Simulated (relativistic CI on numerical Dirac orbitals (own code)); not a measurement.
## Crystal-field levels of Co4+, 3d5

Calculated by Dirac-Coulomb-Breit CI, KLI orbitals optimised for each configuration, QED by a radiative potential, valence Slater integrals scaled by 0.75, one configuration in a parametric crystal field (own radial code).

Field parameters in Wybourne normalisation: D4h B²₀ = −7Ds, B⁴₀ = 21(Dq − Dt), B⁴₄ = 21√(5/14) Dq. The field is a parameter set, without covalency.

S is read from ⟨S²⟩ = S(S + 1).

Levels (cm⁻¹, degeneracy): 0 (2), 920 (2), 2717 (2), 7233 (2), 7238 (2), 7242 (2), 11809 (2), 11812 (2), 12102 (2), 12210 (2), 12230 (2), 12317 (2).

Question: Which field gives this pattern?
A. D4h, 10Dq = 30450, Ds = 140, Dt = 60 cm⁻¹
B. D4h, 10Dq = 30450, Ds = -1090, Dt = 60 cm⁻¹
C. D4h, 10Dq = 30450, Ds = 2590, Dt = 60 cm⁻¹
D. D4h, 10Dq = 30450, Ds = -680, Dt = 60 cm⁻¹

Answer: D. D4h, 10Dq = 30450, Ds = -680, Dt = 60 cm⁻¹, ground level with S = 0.51.
